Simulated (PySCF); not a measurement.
C3H5O5S (charge -1).
SMILES with atom numbers: `[O:1]=[S:2](=[O:3])([O-:4])[CH:5]1[O:6][CH2:7][CH2:8][O:9]1` (hydrogens: H10 on C5; H11, H12 on C7; H13, H14 on C8)

Cartesian coordinates in Å at the GFN2-xTB level; atoms count from 1:
```
atom  x, y, z in Å
O1     2.6386    0.9838    0.6154
S2     1.7714   -0.1356    0.2664
O3     2.3908   -1.1138   -0.6200
O4     1.0924   -0.7364    1.4159
C5     0.4438    0.6381   -0.7829
O6    -0.4222    1.4026    0.0018
C7    -1.2892    0.4568    0.5958
C8    -1.1648   -0.7889   -0.3125
O9    -0.3398   -0.3520   -1.3713
H10    0.9294    1.2529   -1.5383
H11   -2.2971    0.8864    0.6022
H12   -0.9569    0.2217    1.6101
H13   -0.6804   -1.6013    0.2359
H14   -2.1168   -1.1147   -0.7407
```

Computed geometry: GFN2-xTB, gas phase.

Masses are those of the commonest isotopes; rigid-rotor values at the optimised geometry. The values belong to one conformer with, in the numbering `[O:1]=[S:2](=[O:3])([O-:4])[CH:5]1[O:6][CH2:7][CH2:8][O:9]1`, O1–S2–C5–O6 -73°, S2–C5–O6–C7 -79°, C5–O6–C7–C8 -20°, O6–C7–C8–O9 -5°, C7–C8–O9–C5 28°.

(1) What are A, B and C (GHz)?

(2) What kind of rotor is it?

(3) Is it planar, by Δ = Ic − Ia − Ib?

(4) Give the other two planar moments, Paa and Pbb, and the rms extents of the mass along the axes.

Answers

(1) Ia = 186.67, Ib = 380.93, Ic = 409.24 u·Å²; 505379 MHz·u·Å²/I gives 2707, 1327 and 1235 MHz, that is A = 2.7074, B = 1.3267, C = 1.2349 GHz.

(2) An asymmetric top. Ray's parameter κ = (2B − A − C)/(A − C) = -0.875; −1 is the prolate and +1 the oblate limit.

(3) Not planar: Δ = Ic − Ia − Ib = -158.36 u·Å². For a rigid frame Δ = −2 Σ m c², so Σ m c² = 79.18 u·Å² lies off the ab plane: 8.64 from hydrogen and 70.54 from heavier atoms. The atom farthest from that plane is 1.99 Å away.

(4) Paa = Σ m a² = (Ib + Ic − Ia)/2 = 301.75 and Pbb = Σ m b² = (Ia + Ic − Ib)/2 = 107.49 u·Å². With the mass M = 152.99 u, the rms extents √(P/M) along a, b and c are 1.40, 0.84, 0.72 Å.

No frequency check. No vibrational averaging or centrifugal distortion is included, and the geometry carries the error of its method.
